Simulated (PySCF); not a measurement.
# Working with the constants of PbBr

UHF-CCSD(T) constants of PbBr, ²Π (doublet), unpaired electrons π ↑ (basis Pb def2-SVP with ECP60, Br def2-SVP; scalar-relativistic core potentials; PySCF 2.14; masses 207.9766 and 78.9183 u):

```
ωe            : 213.0 cm⁻¹
ωexe          : 0.412 cm⁻¹
Be            : 0.041911 cm⁻¹
αe            : 0.000112 cm⁻¹
De to Pb + Br : 2.94 eV
```

(1) What force constant and bond length do these constants imply?

(2) Estimate the centrifugal constant D from the Kratzer relation and find the Dunham coefficient a1.

Correlated steps freeze 13 core orbitals. Correlated levels converge slowly with the basis: in double zeta they bind strong bonds too weakly, by up to about 1 eV, and carry superposition errors of some tenths. Spin–orbit coupling is left out, which matters for elements this heavy, above all for dissociation energies. The state is the lowest determinant that a PBE0 search found; another state may lie lower at other levels.

Answers

(1) Reduced mass μred = 57.210 u; k = 5.8918×10⁻⁷·μred·ωe² (u, cm⁻¹, mdyn/Å) = 1.53 mdyn/Å; Re = √(16.8576/(μred·Be)) (u, cm⁻¹, Å) = 2.652 Å.

(2) D = 4Be³/ωe² = 6.49e-09 cm⁻¹; a1 = −1 − αeωe/(6Be²) = -3.26.
